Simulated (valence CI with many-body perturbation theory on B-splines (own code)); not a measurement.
V¹⁸⁺: calculated level list

Level of theory: relativistic CI+MBPT: three valence electrons over a frozen Dirac-Fock core [He], a basis of 9 s, 9 p, 8 d, 6 f, 3 g, 1 h functions for each j, with the one-electron correlation potential Σ1 (screened to all orders), the two-electron term Σ2, the three-electron term Σ3, Breit, model QED; selected single and double excitations, second order for the rest, scaled by the run's own slope (own B-spline code, finite nucleus).

No measured levels were compared; by estimate levels of excited configurations hold to 0.05 to 0.15 % of their energy, terms of the ground configuration to about 0.5 %.

Levels 1 to 45 of 57, with energies above the lowest level, 2s2 2p 2P°_1/2. "Leading %" is the weight of the configuration and term that name the level; weights of strongly mixed levels are sums over their largest components and can fall short, so below about 35 % the name and the second component can differ from the true leading terms, or belong to a minority configuration.

```csv
No.,Configuration,Term,J,E (Ry),Leading %,g,Second component
1,2s2 2p,2P°,1/2,0.000,98,0.662,
2,2s2 2p,2P°,3/2,0.625,97,1.331,
3,2s 2p2,4P,1/2,3.023,98,2.651,
4,2s 2p2,4P,3/2,3.292,100,1.729,
5,2s 2p2,4P,5/2,3.592,98,1.588,
6,2s 2p2,2D,3/2,5.444,97,0.811,
7,2s 2p2,2D,5/2,5.522,97,1.208,
8,2s 2p2,2P,1/2,6.531,50,1.336,48 % 2s 2p2 2S
9,2s 2p2,2S,1/2,7.191,50,1.341,49 % 2s 2p2 2P
10,2s 2p2,2P,3/2,7.316,97,1.319,
11,2p3,4S°,3/2,9.390,96,1.971,
12,2p3,2D°,3/2,10.505,89,0.864,9 % 2p3 2P°
13,2p3,2D°,5/2,10.633,100,1.197,
14,2p3,2P°,1/2,11.781,98,0.662,
15,2p3,2P°,3/2,12.015,85,1.293,10 % 2p3 2D°
16,2s2 3s,2S,1/2,55.734,94,2.001,
17,2s2 3p,2P°,1/2,57.139,91,0.665,
18,2s2 3p,2P°,3/2,57.314,91,1.333,
19,2s 2p 3s,4P°,1/2,58.566,97,2.634,
20,2s2 3d,2D,3/2,58.609,95,0.798,4 % 2p2 3d 2D
21,2s2 3d,2D,5/2,58.660,95,1.199,4 % 2p2 3d 2D
22,2s 2p 3s,4P°,3/2,58.740,94,1.714,
23,2s 2p 3s,4P°,5/2,59.160,98,1.598,
24,2s 2p 3s,2P°,1/2,59.314,94,0.687,
25,2s 2p 3s,2P°,3/2,59.760,92,1.344,
26,2s 2p 3p,4D,1/2,59.808,75,0.178,23 % 2s 2p 3p 2P
27,2s 2p 3p,4D,3/2,59.961,76,1.232,18 % 2s 2p 3p 2P
28,2s 2p 3p,2P,3/2,60.199,43,1.454,21 % 2s 2p 3p 4S
29,2s 2p 3p,2P,1/2,60.209,68,0.571,24 % 2s 2p 3p 4D
30,2s 2p 3p,4D,5/2,60.237,94,1.377,4 % 2s 2p 3p 4P
31,2s 2p 3p,4P,1/2,60.514,94,2.609,4 % 2s 2p 3p 2S
32,2s 2p 3p,4S,3/2,60.547,45,1.612,18 % 2s 2p 3p 4P
33,2s 2p 3p,4D,7/2,60.614,99,1.427,
34,2s 2p 3p,4P,3/2,60.791,41,1.313,39 % 2s 2p 3p 2D
35,2s 2p 3p,2D,3/2,60.874,33,1.443,29 % 2s 2p 3p 4P
36,2s 2p 3p,4P,5/2,60.902,77,1.519,17 % 2s 2p 3p 2D
37,2s 2p 3d,4F°,3/2,61.112,92,0.443,4 % 2s 2p 3d 2D°
38,2s 2p 3p,2D,5/2,61.191,81,1.267,17 % 2s 2p 3p 4P
39,2s 2p 3d,4F°,5/2,61.220,89,1.057,8 % 2s 2p 3d 4D°
40,2s 2p 3d,4F°,7/2,61.392,86,1.258,12 % 2s 2p 3d 4D°
41,2s 2p 3p,2S,1/2,61.474,91,1.951,
42,2s 2p 3d,4P°,5/2,61.546,43,1.416,28 % 2s 2p 3d 4D°
43,2s 2p 3s,2P°,1/2,61.584,85,0.615,9 % 2s 2p 3d 4D°
44,2s 2p 3d,4D°,3/2,61.591,41,1.275,29 % 2s 2p 3s 2P°
45,2s 2p 3s,2P°,3/2,61.607,61,1.319,24 % 2s 2p 3d 4D°
```

Names give the largest LS component (configuration and term), which can be under half, so a name can repeat, a term be missing and a line seem to break the LS rules; names also repeat where a configuration has a term twice.

Where two levels of one J and parity lie close, their mixing, g and order are uncertain.

The ionisation energy to 2s2 1S_0 of the next ion comes out as 1354.3 eV (NIST: 1354.2 ± 0.5 eV (semi-empirical)). All 57 levels together are meant to be complete up to 62.936 Ry.
